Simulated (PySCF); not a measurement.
PySCF input for CH5BrGaN, SMILES [Ga]([Br])([NH2])[CH3], PBE-D3(BJ)/def2-SVP. The structure is a stationary point at PBE-D3(BJ)/def2-SVP. The structure was generated by enumeration; whether it is a known compound was not checked. One conformer was computed; it need not be the lowest.

```python
import numpy as np
from pyscf import gto, scf, dft, df
from pyscf.hessian import thermo

mol = gto.M(
    atom='''
    Ga    0.54754316    0.53589977    0.12796949
    Br   -1.09160095   -1.06940616   -0.25474125
    C     0.51845112    2.24099037   -0.83999418
    H     0.56718736    2.04818595   -1.92953535
    H     1.36847355    2.88583982   -0.54490008
    H    -0.43158519    2.76936019   -0.62798845
    N     1.76317119    0.00172643    1.36845657
    H     2.56026428    0.55996143    1.67683198
    H     1.71494990   -0.90505155    1.83525029
    ''',
    basis='def2-SVP',
    charge=0,
    spin=0,
    max_memory=1600,
    verbose=3,
)
mf = dft.RKS(mol, xc='pbe').density_fit(auxbasis='def2-universal-jkfit')
mf.disp = 'd3bj'
mf.grids.level = 3
mf.conv_tol = 1e-11
mf.max_cycle = 100
mf.kernel()

# [left out here: the lines that compute and print the analytic Hessian (its translational invariance restored by hand, since the grid's response is missing), thermochemistry and intensities]
```

Log of the run:

```
converged SCF energy = -4593.53410855274

WARN: DFTD3 does not support analytical Hessian, using finite difference


WARN: Mole.unit (angstrom) is changed to Bohr

Mode                                 0                   1                   2
Irrep
Freq [cm^-1]                       59.1868            109.1148            114.9996
Reduced mass [au]                   1.0314              5.1975              3.8381
Force const [Dyne/A]                0.0021              0.0365              0.0299
Char temp [K]                      85.1566            156.9919            165.4588
Normal mode                   x     y     z       x     y     z       x     y     z
       0  Ga                 0.00 -0.00 -0.00   -0.04  0.03  0.05   -0.03  0.02 -0.04
       1  Br                 0.00 -0.00 -0.00    0.01 -0.01 -0.01    0.01 -0.03  0.03
       2   C                 0.00  0.00  0.00    0.06 -0.04 -0.07    0.14  0.08  0.06
       3   H                -0.58 -0.01 -0.02    0.03 -0.16 -0.05    0.19  0.17  0.05
       4   H                 0.31 -0.22 -0.40    0.12 -0.08 -0.15    0.19 -0.03  0.17
       5   H                 0.24  0.25  0.46    0.11  0.06 -0.12    0.19  0.17  0.05
       6   N                -0.02  0.02  0.03    0.09 -0.06 -0.11   -0.06 -0.03 -0.03
       7   H                -0.00  0.00  0.00   -0.11  0.08  0.14   -0.05 -0.06 -0.00
       8   H                -0.03  0.02  0.03   -0.06  0.04  0.08   -0.09 -0.04 -0.05
Mode                                 3                   4                   5
Irrep
Freq [cm^-1]                      144.1445            210.8315            280.2469
Reduced mass [au]                   3.0942              1.1684             30.9801
Force const [Dyne/A]                0.0379              0.0306              1.4336
Char temp [K]                     207.3918            303.3395            403.2128
Normal mode                   x     y     z       x     y     z       x     y     z
       0  Ga                -0.01 -0.03  0.01    0.02 -0.01 -0.02    0.06  0.05  0.01
       1  Br                -0.03 -0.01 -0.02   -0.01  0.00  0.01   -0.06 -0.05 -0.01
       2   C                 0.07  0.00  0.06   -0.03  0.02  0.04    0.00  0.04 -0.02
       3   H                 0.10  0.06  0.05   -0.04  0.11  0.02   -0.01  0.02 -0.02
       4   H                 0.10 -0.07  0.12   -0.06  0.04  0.07   -0.01  0.07 -0.05
       5   H                 0.10  0.06  0.05   -0.05 -0.05  0.10   -0.01  0.02 -0.01
       6   N                 0.09  0.15 -0.01    0.02 -0.02 -0.03    0.03 -0.00  0.02
       7   H                 0.04  0.29 -0.13   -0.41  0.29  0.52    0.04 -0.04  0.06
       8   H                 0.26  0.20  0.09   -0.30  0.21  0.39   -0.02 -0.02 -0.01
Mode                                 6                   7                   8
Irrep
Freq [cm^-1]                      399.0787            562.3802            666.5363
Reduced mass [au]                   1.0166              4.1365              1.2327
Force const [Dyne/A]                0.0954              0.7708              0.3227
Char temp [K]                     574.1854            809.1399            958.9974
Normal mode                   x     y     z       x     y     z       x     y     z
       0  Ga                 0.00 -0.00 -0.00   -0.01 -0.04  0.01   -0.01 -0.01 -0.00
       1  Br                -0.00  0.00  0.00    0.00  0.00  0.00   -0.00  0.00 -0.00
       2   C                 0.00 -0.00 -0.00   -0.01  0.20 -0.11   -0.04 -0.02 -0.02
       3   H                 0.01 -0.08  0.01   -0.00  0.21 -0.12    0.09  0.17 -0.05
       4   H                 0.04 -0.03 -0.05   -0.01  0.21 -0.12    0.07 -0.27  0.21
       5   H                 0.02  0.06 -0.05   -0.00  0.21 -0.12    0.07  0.18 -0.02
       6   N                -0.01  0.01  0.01    0.04 -0.03  0.04    0.08  0.07  0.02
       7   H                -0.34  0.24  0.44    0.03  0.00  0.02    0.24 -0.37  0.39
       8   H                 0.44 -0.31 -0.56    0.07 -0.02  0.06   -0.41 -0.07 -0.28
Mode                                 9                  10                  11
Irrep
Freq [cm^-1]                      706.6160            706.9936            745.9408
Reduced mass [au]                   1.2158              5.1814              1.2710
Force const [Dyne/A]                0.3577              1.5259              0.4167
Char temp [K]                    1016.6631           1017.2063           1073.2427
Normal mode                   x     y     z       x     y     z       x     y     z
       0  Ga                 0.01 -0.01 -0.01    0.03 -0.02  0.04    0.01  0.01  0.00
       1  Br                -0.00  0.00  0.00   -0.00  0.00 -0.00    0.00  0.00 -0.00
       2   C                -0.07  0.05  0.09   -0.00  0.03 -0.02   -0.09 -0.03 -0.05
       3   H                 0.13 -0.55  0.19    0.02  0.07 -0.03    0.17  0.29 -0.09
       4   H                 0.15 -0.11 -0.19    0.01  0.01 -0.00    0.11 -0.47  0.35
       5   H                 0.04  0.43 -0.42    0.02  0.07 -0.03    0.12  0.32 -0.02
       6   N                -0.00  0.00  0.00   -0.13  0.08 -0.15   -0.03 -0.05  0.01
       7   H                 0.01 -0.01 -0.02   -0.12  0.02 -0.10   -0.12  0.19 -0.20
       8   H                -0.07  0.05  0.10   -0.24  0.05 -0.22    0.24  0.02  0.17
Mode                                12                  13                  14
Irrep
Freq [cm^-1]                     1170.0374           1376.0147           1379.5765
Reduced mass [au]                   1.2224              1.0527              1.0507
Force const [Dyne/A]                0.9859              1.1743              1.1782
Char temp [K]                    1683.4233           1979.7788           1984.9034
Normal mode                   x     y     z       x     y     z       x     y     z
       0  Ga                -0.00  0.00 -0.00    0.00 -0.00 -0.00   -0.00 -0.00 -0.00
       1  Br                -0.00 -0.00 -0.00   -0.00  0.00  0.00   -0.00 -0.00  0.00
       2   C                 0.00 -0.11  0.06    0.03 -0.03 -0.05   -0.05 -0.02 -0.03
       3   H                -0.04  0.52 -0.07   -0.33 -0.32  0.01    0.63 -0.13  0.03
       4   H                -0.18  0.34 -0.33   -0.40  0.29  0.52   -0.14  0.22 -0.24
       5   H                 0.16  0.37 -0.33    0.27  0.37  0.09    0.20  0.17  0.58
       6   N                 0.00 -0.00  0.01    0.00  0.00 -0.00    0.00  0.00  0.00
       7   H                 0.00  0.01 -0.00   -0.00  0.00  0.00    0.00  0.00 -0.00
       8   H                -0.00 -0.00  0.00   -0.00  0.00  0.00   -0.02 -0.00 -0.01
Mode                                15                  16                  17
Irrep
Freq [cm^-1]                     1453.9101           2987.4693           3094.4353
Reduced mass [au]                   1.1184              1.0325              1.1022
Force const [Dyne/A]                1.3929              5.4293              6.2183
Char temp [K]                    2091.8529           4298.3031           4452.2035
Normal mode                   x     y     z       x     y     z       x     y     z
       0  Ga                -0.00  0.00 -0.00   -0.00  0.00 -0.00    0.00 -0.00 -0.00
       1  Br                 0.00  0.00  0.00   -0.00 -0.00  0.00   -0.00  0.00  0.00
       2   C                 0.00  0.00  0.00    0.00 -0.04  0.02    0.05 -0.04 -0.06
       3   H                -0.01 -0.01  0.00    0.03 -0.11 -0.55   -0.02  0.11  0.66
       4   H                 0.01 -0.01  0.01    0.44  0.32  0.16    0.00 -0.01 -0.01
       5   H                -0.01 -0.01 -0.00   -0.49  0.26  0.12   -0.58  0.32  0.12
       6   N                 0.06 -0.03  0.06    0.00 -0.00  0.00    0.00 -0.00 -0.00
       7   H                -0.16  0.50 -0.40   -0.00 -0.00  0.00    0.00 -0.00 -0.00
       8   H                -0.55 -0.17 -0.33    0.00  0.00  0.00    0.00 -0.00 -0.00
Mode                                18                  19                  20
Irrep
Freq [cm^-1]                     3100.9647           3506.8928           3620.1658
Reduced mass [au]                   1.1046              1.0482              1.0985
Force const [Dyne/A]                6.2581              7.5953              8.4821
Char temp [K]                    4461.5978           5045.6380           5208.6125
Normal mode                   x     y     z       x     y     z       x     y     z
       0  Ga                -0.00 -0.00 -0.00   -0.00  0.00 -0.00   -0.00 -0.00  0.00
       1  Br                 0.00  0.00  0.00   -0.00 -0.00  0.00    0.00  0.00  0.00
       2   C                -0.07 -0.03 -0.04   -0.00  0.00 -0.00   -0.00  0.00 -0.00
       3   H                -0.03  0.07  0.39    0.00 -0.00  0.00    0.00 -0.00 -0.00
       4   H                 0.59  0.45  0.20   -0.00 -0.00 -0.00   -0.00 -0.00 -0.00
       5   H                 0.32 -0.19 -0.08    0.00 -0.00  0.00   -0.00 -0.00  0.00
       6   N                 0.00 -0.00  0.00    0.04 -0.02  0.04   -0.04 -0.07  0.01
       7   H                 0.00 -0.00  0.00   -0.54 -0.40 -0.20    0.52  0.36  0.20
       8   H                 0.00  0.00  0.00    0.05  0.61 -0.30    0.03  0.60 -0.31
temperature 298.1500 [K]
pressure 101325.00 [Pa]
Rotational constants [GHz] 5.15480 1.57209 1.21406
Symmetry number 1
Zero-point energy (ZPE) 0.06013 [Eh]   157880.366 [J/mol]
                           tot       elec      trans        rot        vib
Entropy [J/mol/K]       374.124      0.000    173.558    116.657     83.908
Cv [J/mol/K]             98.974      0.000     12.472     12.472     74.031
Cp [J/mol/K]            107.289      0.000     20.786     12.472     74.031
Internal energy [J/mol]                      3718.434   3718.434 170634.734
Internal energy [Eh]   -4593.46628  -4593.53411
Enthalpy [J/mol]                             6197.391   3718.434 170634.734
Enthalpy [Eh]          -4593.46534
Gibbs free energy [J/mol]                  -45548.969 -31062.998 145617.520
Gibbs free energy [Eh] -4593.50783
mode   freq/cm-1   IR/(km/mol)
   1       59.19         0.000
   2      109.11        43.874
   3      115.00         1.638
   4      144.14         1.830
   5      210.83       112.558
   6      280.25        26.905
   7      399.08         4.580
   8      562.38        17.049
   9      666.54        22.660
  10      706.62        12.270
  11      706.99        60.189
  12      745.94        96.157
  13     1170.04         3.756
  14     1376.01         4.054
  15     1379.58         1.784
  16     1453.91        23.457
  17     2987.47         2.181
  18     3094.44         0.622
  19     3100.96         2.590
  20     3506.89        27.472
  21     3620.17        28.921
max |gradient| / (hartree/bohr): 7.399449880368627e-05
APT charges: [ 1.2112 -0.5209 -0.3102  0.0243 -0.0013  0.0241 -0.7605  0.1654  0.168 ]
```

The calculation finished and met its thresholds.

Cost: roughly 110 core-seconds.
